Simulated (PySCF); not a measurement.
Computed with PBE-D3(BJ)/def2-TZVP // PBE0-D4/def2-TZVP (PySCF). Isolated molecules, 0 K electronic values unless said otherwise. One relaxed conformer stands for a flexible species; it need not be the lowest. Excitations are Tamm–Dancoff values on a coarser integration grid. The basis has no diffuse functions, so Rydberg states are missing or too high.

Reference species (SMILES): `[F][Ga]([OH])[F]` (H–O–Ga–F torsion 180°) (neutral, multiplicity 1).

| Property | Value |
|---|---|
| S1 oscillator strength | 0.016 |
| LUMO | -2.78 eV |
| T1 excitation (TDA) | 5.21 eV |

Changed species: `[OH][Ga]([OH])[OH]` (3 of 3 F replaced by OH; the reference has 1 of 3 F replaced by OH).

**Question.** What does the change do to the S1 oscillator strength, LUMO and T1 excitation (TDA)?

**Answer.** the S1 oscillator strength falls by 0.016, to 0.000; the LUMO goes up by 0.95 eV, to -1.83 eV; the T1 excitation (TDA) is nearly the same.
